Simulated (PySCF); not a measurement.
Job for PySCF: R-MP2/6-31G* on GeH7NSi (SMILES N[SiH2][GeH3]), a point of a torsion scan.

```python
from pyscf import gto, scf, dft, mp
from pyscf.data.elements import chemcore

mol = gto.M(
    atom='''
    N     1.65634054    0.67213732    0.32832305
    Si    0.62156996   -0.68471430    0.11123438
    Ge   -1.54397395    0.08598786    0.49370849
    H     2.65159829    0.55518429    0.23024603
    H     1.37868303    1.56760597   -0.04041740
    H     0.69694544   -1.32299593   -1.21525085
    H     1.05940285   -1.66497843    1.10510844
    H    -2.19027878    0.81812004   -0.65088640
    H    -1.73477483    1.04353411    1.63336765
    H    -2.54632336   -0.99013114    0.79111893
    ''',
    basis='6-31g*',
    cart=True,
    charge=0, spin=0, verbose=3, max_memory=1800)
mf = scf.RHF(mol)
mf.conv_tol = 1e-8
mf.max_cycle = 100
mf.kernel()
if not mf.converged:
    mf = mf.newton().run(mf.mo_coeff, mf.mo_occ)
pt = mp.MP2(mf, frozen=chemcore(mol)).run()
```

Question: Give the final energy of this run.

Answer: -2423.0170 hartree.
